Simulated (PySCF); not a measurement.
An excited-state job on `C=CC[Se][SiH2]N`.

Computed with TDDFT B3LYP/def2-SVPD, vertical, gas phase, core orbitals frozen in the response (PySCF 2.14.0, density-fitted response routines). Geometry: GFN2-xTB. The command runs a driver script over a list of jobs; the input below is this job's line of settings and its coordinates in Å.

Command:
```bash
OMP_NUM_THREADS=1 python probes_run.py task.json out
```

Input:
```
{"job": {"kind": "uv", "xc": "B3LYP", "basis": "def2-SVPD", "nstates": 8, "ntriplets": 3}, "charge": 0, "multiplicity": 1}
C     -2.876348    -0.067988    -0.488393
C     -1.732020     0.329449     0.041227
C     -1.082525    -0.335474     1.192060
Se     0.421290    -1.507380     0.600670
Si     1.756709     0.107405    -0.360420
N      3.367754    -0.442378    -0.589212
H     -3.418250    -0.910238    -0.090251
H     -3.316405     0.430224    -1.334949
H     -1.194052     1.171114    -0.377373
H     -1.764066    -1.004948     1.717014
H     -0.644799     0.379500     1.889700
H      1.239509     0.438060    -1.683163
H      1.804513     1.228427     0.574274
H      3.892151    -0.725012     0.224382
H      3.542126    -1.094082    -1.337478
```

Output:
```
coarse grid: 56656 points
cycle   1  E = -2865.0512369030  dE = -4.818e-01  |g| = 5.183e-01  |ddm| = 5.726e+00
cycle   2  E = -2864.9975972402  dE =  5.364e-02  |g| = 7.027e-01  |ddm| = 2.619e+00
cycle   3  E = -2865.1138579416  dE = -1.163e-01  |g| = 9.170e-02  |ddm| = 1.567e+00
cycle   4  E = -2865.1158201248  dE = -1.962e-03  |g| = 3.206e-02  |ddm| = 2.520e-01
cycle   5  E = -2865.1160751338  dE = -2.550e-04  |g| = 9.821e-03  |ddm| = 6.901e-02
cycle   6  E = -2865.1160918041  dE = -1.667e-05  |g| = 5.178e-03  |ddm| = 1.863e-02
cycle   7  E = -2865.1160987289  dE = -6.925e-06  |g| = 6.270e-04  |ddm| = 8.470e-03
final grid: 117968 points
cycle   8  E = -2865.1161220169  dE = -9.566e-09  |g| = 9.548e-04  |ddm| = 1.292e-02
cycle   9  E = -2865.1161215398  dE =  4.771e-07  |g| = 1.651e-03  |ddm| = 4.115e-03
cycle  10  E = -2865.1161222525  dE = -7.126e-07  |g| = 1.447e-04  |ddm| = 2.578e-03
cycle  11  E = -2865.1161222580  dE = -5.580e-09  |g| = 2.919e-05  |ddm| = 2.502e-04
cycle  12  E = -2865.1161222583  dE = -2.365e-10  |g| = 6.180e-06  |ddm| = 7.087e-05
converged SCF energy = -2865.1161222583

Static polarisability (au): isotropic 105.384, principal 84.317 96.590 135.244

Singlet excitations
state   eV       nm        f      main configurations
  1   4.2249    293.5   0.00816   H->L 0.97
  2   4.9892    248.5   0.00993   H->L+1 0.97
  3   5.3376    232.3   0.03234   H->L+2 0.96
  4   5.5304    224.2   0.00465   H-1->L 0.47, H-2->L 0.46
  5   5.7279    216.5   0.00150   H->L+3 0.91
  6   5.8630    211.5   0.18437   H-1->L 0.39, H-2->L 0.36
  7   6.1912    200.3   0.00862   H->L+4 0.84, H->L+5 0.11
  8   6.1940    200.2   0.00442   H-2->L+1 0.49, H-1->L+1 0.40

Triplet excitations (Tamm-Dancoff, eV): 3.7971 4.2623 4.8671
```

The SCF starts on a coarse grid where the log names one; the energy can jump when the final grid takes over, and dE then counts from the start density on the new grid. H and L stand for HOMO and LUMO; the number after each pair is its weight.

Which computed singlet has the largest oscillator strength, and what do all of them sum to?

State 6 at 5.86 eV (211 nm), f = 0.184; the 8 states sum to 0.254.

Give S1 in cm⁻¹ and kJ/mol.

4.2249 eV × 8065.54 = 34076 cm⁻¹; × 96.485 = 407.6 kJ/mol.

In short: HOMO -6.08 eV, LUMO -0.84 eV; lowest singlet 4.22 eV; lowest triplet 3.80 eV (Tamm–Dancoff); mean polarisability 105.4 au.

 Relativistic effects, spin–orbit coupling among them, are left out although an element past zinc is present.

Estimate the wall time. Hardware: Arm Neoverse N1, one thread, no GPU, shared host with 64 logical CPUs at a one-minute load of 60. And the peak memory of the process?

About 78 s, with 0.90 GiB resident at the peak, the Python interpreter and its libraries included.

One conformer stands for the species.
Labels such as C1 count atoms from 1, the log's own numbers from 0.
